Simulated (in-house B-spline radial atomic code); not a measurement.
Whole-atom quantities along the 15-electron series, configuration [Ne] 3s2 3p3. Breit and QED terms are first order and not part of the total energy; the density at the nucleus is averaged over the nuclear charge. Computed with a B-spline radial code for spherical atoms: Dirac-Hartree-Fock, average of the configuration, finite nuclei.

```json
{"ion": "Zr25+", "Z": "40", "E/Z² (Eh)": "-1.9872", "Σ<r²> (bohr²)": "1.1002", "n(0)/Z³ (bohr⁻³)": "1.1428", "Lamb diamagnetic shielding (ppm)": "3095.05", "repulsion over attraction": "0.071099", "Breit energy (eV)": "51.439", "self-energy (eV)": "41.737", "vacuum polarisation (eV)": "-4.5535", "Dirac less non-relativistic energy (Eh)": "-57.403"}
{"ion": "Nb26+", "Z": "41", "E/Z² (Eh)": "-1.9966", "Σ<r²> (bohr²)": "1.0337", "n(0)/Z³ (bohr⁻³)": "1.1698", "Lamb diamagnetic shielding (ppm)": "3185.08", "repulsion over attraction": "0.069431", "Breit energy (eV)": "55.74", "self-energy (eV)": "45.483", "vacuum polarisation (eV)": "-5.0452", "Dirac less non-relativistic energy (Eh)": "-63.777"}
{"ion": "Mo27+", "Z": "42", "E/Z² (Eh)": "-2.0059", "Σ<r²> (bohr²)": "0.973", "n(0)/Z³ (bohr⁻³)": "1.1969", "Lamb diamagnetic shielding (ppm)": "3275.63", "repulsion over attraction": "0.067834", "Breit energy (eV)": "60.279", "self-energy (eV)": "49.465", "vacuum polarisation (eV)": "-5.5775", "Dirac less non-relativistic energy (Eh)": "-70.68"}
{"ion": "Tc28+", "Z": "43", "E/Z² (Eh)": "?", "Σ<r²> (bohr²)": "?", "n(0)/Z³ (bohr⁻³)": "?", "Lamb diamagnetic shielding (ppm)": "?", "repulsion over attraction": "?", "Breit energy (eV)": "?", "self-energy (eV)": "?", "vacuum polarisation (eV)": "?", "Dirac less non-relativistic energy (Eh)": "?"}
{"ion": "Ru29+", "Z": "44", "E/Z² (Eh)": "-2.0236", "Σ<r²> (bohr²)": "0.86627", "n(0)/Z³ (bohr⁻³)": "1.2575", "Lamb diamagnetic shielding (ppm)": "3458.42", "repulsion over attraction": "0.064837", "Breit energy (eV)": "70.103", "self-energy (eV)": "58.179", "vacuum polarisation (eV)": "-6.7751", "Dirac less non-relativistic energy (Eh)": "-86.202"}
{"ion": "Rh30+", "Z": "45", "E/Z² (Eh)": "-2.0322", "Σ<r²> (bohr²)": "0.81921", "n(0)/Z³ (bohr⁻³)": "1.2904", "Lamb diamagnetic shielding (ppm)": "3550.7", "repulsion over attraction": "0.063428", "Breit energy (eV)": "75.403", "self-energy (eV)": "62.93", "vacuum polarisation (eV)": "-7.4458", "Dirac less non-relativistic energy (Eh)": "-94.885"}
{"ion": "Pd31+", "Z": "46", "E/Z² (Eh)": "-2.0405", "Σ<r²> (bohr²)": "0.77579", "n(0)/Z³ (bohr⁻³)": "1.3239", "Lamb diamagnetic shielding (ppm)": "3643.59", "repulsion over attraction": "0.062075", "Breit energy (eV)": "80.97", "self-energy (eV)": "67.958", "vacuum polarisation (eV)": "-8.1683", "Dirac less non-relativistic energy (Eh)": "-104.23"}
{"ion": "Ag32+", "Z": "47", "E/Z² (Eh)": "?", "Σ<r²> (bohr²)": "?", "n(0)/Z³ (bohr⁻³)": "?", "Lamb diamagnetic shielding (ppm)": "?", "repulsion over attraction": "?", "Breit energy (eV)": "?", "self-energy (eV)": "?", "vacuum polarisation (eV)": "?", "Dirac less non-relativistic energy (Eh)": "?"}
{"ion": "Cd33+", "Z": "48", "E/Z² (Eh)": "-2.0568", "Σ<r²> (bohr²)": "0.69841", "n(0)/Z³ (bohr⁻³)": "1.3951", "Lamb diamagnetic shielding (ppm)": "3831.31", "repulsion over attraction": "0.059523", "Breit energy (eV)": "92.94", "self-energy (eV)": "78.888", "vacuum polarisation (eV)": "-9.7813", "Dirac less non-relativistic energy (Eh)": "-125.03"}
{"ion": "In34+", "Z": "49", "E/Z² (Eh)": "?", "Σ<r²> (bohr²)": "?", "n(0)/Z³ (bohr⁻³)": "?", "Lamb diamagnetic shielding (ppm)": "?", "repulsion over attraction": "?", "Breit energy (eV)": "?", "self-energy (eV)": "?", "vacuum polarisation (eV)": "?", "Dirac less non-relativistic energy (Eh)": "?"}
{"ion": "Sn35+", "Z": "50", "E/Z² (Eh)": "-2.0725", "Σ<r²> (bohr²)": "0.63172", "n(0)/Z³ (bohr⁻³)": "1.4739", "Lamb diamagnetic shielding (ppm)": "4021.77", "repulsion over attraction": "0.057155", "Breit energy (eV)": "106.07", "self-energy (eV)": "91.062", "vacuum polarisation (eV)": "-11.642", "Dirac less non-relativistic energy (Eh)": "-148.91"}
{"ion": "Sb36+", "Z": "51", "E/Z² (Eh)": "-2.0802", "Σ<r²> (bohr²)": "0.60177", "n(0)/Z³ (bohr⁻³)": "1.5156", "Lamb diamagnetic shielding (ppm)": "4118.1", "repulsion over attraction": "0.056034", "Breit energy (eV)": "113.1", "self-energy (eV)": "97.646", "vacuum polarisation (eV)": "-12.674", "Dirac less non-relativistic energy (Eh)": "-162.11"}
{"ion": "Te37+", "Z": "52", "E/Z² (Eh)": "-2.0877", "Σ<r²> (bohr²)": "0.57381", "n(0)/Z³ (bohr⁻³)": "1.5573", "Lamb diamagnetic shielding (ppm)": "4215.17", "repulsion over attraction": "0.054953", "Breit energy (eV)": "120.43", "self-energy (eV)": "104.58", "vacuum polarisation (eV)": "-13.779", "Dirac less non-relativistic energy (Eh)": "-176.19"}
{"ion": "I38+", "Z": "53", "E/Z² (Eh)": "-2.0952", "Σ<r²> (bohr²)": "0.54768", "n(0)/Z³ (bohr⁻³)": "1.6038", "Lamb diamagnetic shielding (ppm)": "4313.05", "repulsion over attraction": "0.053908", "Breit energy (eV)": "128.1", "self-energy (eV)": "111.87", "vacuum polarisation (eV)": "-14.962", "Dirac less non-relativistic energy (Eh)": "-191.21"}
{"ion": "Xe39+", "Z": "54", "E/Z² (Eh)": "-2.1026", "Σ<r²> (bohr²)": "0.52322", "n(0)/Z³ (bohr⁻³)": "1.6507", "Lamb diamagnetic shielding (ppm)": "4411.73", "repulsion over attraction": "0.052898", "Breit energy (eV)": "136.09", "self-energy (eV)": "119.54", "vacuum polarisation (eV)": "-16.227", "Dirac less non-relativistic energy (Eh)": "-207.21"}
{"ion": "Cs40+", "Z": "55", "E/Z² (Eh)": "-2.1099", "Σ<r²> (bohr²)": "0.50028", "n(0)/Z³ (bohr⁻³)": "1.7009", "Lamb diamagnetic shielding (ppm)": "4511.27", "repulsion over attraction": "0.051921", "Breit energy (eV)": "144.42", "self-energy (eV)": "127.59", "vacuum polarisation (eV)": "-17.579", "Dirac less non-relativistic energy (Eh)": "-224.24"}
{"ion": "Ba41+", "Z": "56", "E/Z² (Eh)": "-2.1172", "Σ<r²> (bohr²)": "0.47874", "n(0)/Z³ (bohr⁻³)": "1.7522", "Lamb diamagnetic shielding (ppm)": "4611.68", "repulsion over attraction": "0.050976", "Breit energy (eV)": "153.11", "self-energy (eV)": "136.06", "vacuum polarisation (eV)": "-19.022", "Dirac less non-relativistic energy (Eh)": "-242.34"}
{"ion": "La42+", "Z": "57", "E/Z² (Eh)": "-2.1244", "Σ<r²> (bohr²)": "0.4585", "n(0)/Z³ (bohr⁻³)": "1.807", "Lamb diamagnetic shielding (ppm)": "4712.99", "repulsion over attraction": "0.050061", "Breit energy (eV)": "162.15", "self-energy (eV)": "144.94", "vacuum polarisation (eV)": "-20.563", "Dirac less non-relativistic energy (Eh)": "-261.57"}
{"ion": "Ce43+", "Z": "58", "E/Z² (Eh)": "-2.1315", "Σ<r²> (bohr²)": "0.43944", "n(0)/Z³ (bohr⁻³)": "1.864", "Lamb diamagnetic shielding (ppm)": "4815.25", "repulsion over attraction": "0.049174", "Breit energy (eV)": "171.55", "self-energy (eV)": "154.25", "vacuum polarisation (eV)": "-22.207", "Dirac less non-relativistic energy (Eh)": "-281.98"}
{"ion": "Pr44+", "Z": "59", "E/Z² (Eh)": "-2.1387", "Σ<r²> (bohr²)": "0.42148", "n(0)/Z³ (bohr⁻³)": "1.9243", "Lamb diamagnetic shielding (ppm)": "4918.48", "repulsion over attraction": "0.048314", "Breit energy (eV)": "181.34", "self-energy (eV)": "164.02", "vacuum polarisation (eV)": "-23.96", "Dirac less non-relativistic energy (Eh)": "-303.61"}
{"ion": "Nd45+", "Z": "60", "E/Z² (Eh)": "-2.1457", "Σ<r²> (bohr²)": "0.40454", "n(0)/Z³ (bohr⁻³)": "1.9869", "Lamb diamagnetic shielding (ppm)": "5022.71", "repulsion over attraction": "0.047479", "Breit energy (eV)": "191.5", "self-energy (eV)": "174.26", "vacuum polarisation (eV)": "-25.829", "Dirac less non-relativistic energy (Eh)": "-326.54"}
{"ion": "Pm46+", "Z": "61", "E/Z² (Eh)": "-2.1528", "Σ<r²> (bohr²)": "0.38853", "n(0)/Z³ (bohr⁻³)": "2.0496", "Lamb diamagnetic shielding (ppm)": "5127.98", "repulsion over attraction": "0.04667", "Breit energy (eV)": "202.07", "self-energy (eV)": "184.99", "vacuum polarisation (eV)": "-27.817", "Dirac less non-relativistic energy (Eh)": "-350.8"}
```

Question: Fill in the row of Tc28+.

Answer: E/Z² (Eh): -2.0148; Σ<r²> (bohr²): 0.91737; n(0)/Z³ (bohr⁻³): 1.2277; Lamb diamagnetic shielding (ppm): 3366.74; repulsion over attraction: 0.066304; Breit energy (eV): 65.064; self-energy (eV): 53.694; vacuum polarisation (eV): -6.1534; Dirac less non-relativistic energy (Eh): -78.146.

Question: Fill in the row of Ag32+.

Answer: E/Z² (Eh): -2.0487; Σ<r²> (bohr²): 0.73563; n(0)/Z³ (bohr⁻³): 1.3598; Lamb diamagnetic shielding (ppm): 3737.12; repulsion over attraction: 0.060775; Breit energy (eV): 86.813; self-energy (eV): 73.274; vacuum polarisation (eV): -8.9459; Dirac less non-relativistic energy (Eh): -114.26.

Question: Fill in the row of In34+.

Answer: E/Z² (Eh): -2.0647; Σ<r²> (bohr²): 0.66386; n(0)/Z³ (bohr⁻³): 1.4343; Lamb diamagnetic shielding (ppm): 3926.19; repulsion over attraction: 0.058317; Breit energy (eV): 99.357; self-energy (eV): 84.814; vacuum polarisation (eV): -10.679; Dirac less non-relativistic energy (Eh): -136.57.

Question: With what power of Z does the column «self-energy (eV)» change over this range?

Answer: A fit of the logarithm of its size against log Z from Z = 40 to 61 has slope 3.53. One-loop self-energy scales as Z⁴F(Zα), with F falling from low Z to about Z = 90.
